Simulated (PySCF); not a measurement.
Job for PySCF: R-HF/3-21G on C5H6O (SMILES C=CC(=O)C=C).

```python
from pyscf import gto, scf, dft, mp
from pyscf.data.elements import chemcore

mol = gto.M(
    atom='''
    C    -2.06103903   -0.41072451    0.06641205
    C    -1.37645999    0.64204422   -0.37487605
    C     0.09845386    0.75431835   -0.48681999
    O     0.58178140    1.78954401   -0.91171666
    C     0.95503337   -0.39460516   -0.07973909
    C     2.27950973   -0.32732759   -0.16766537
    H    -1.58498307   -1.32299305    0.39916020
    H    -3.14249603   -0.39217323    0.10948370
    H    -1.89469108    1.53757355   -0.69925539
    H     0.47839827   -1.29167569    0.29147372
    H     2.91112779   -1.15541592    0.12520465
    H     2.75536479    0.57143499   -0.53971709
    ''',
    basis='3-21g',
    charge=0, spin=0, verbose=3, max_memory=1800)
mf = scf.RHF(mol)
mf.conv_tol = 1e-8
mf.max_cycle = 100
mf.kernel()
if not mf.converged:
    mf = mf.newton().run(mf.mo_coeff, mf.mo_occ)
```

Program output:

```
converged SCF energy = -266.150982646826
```

The run converged.

Cost: about 0.5 core-seconds (a rough figure).
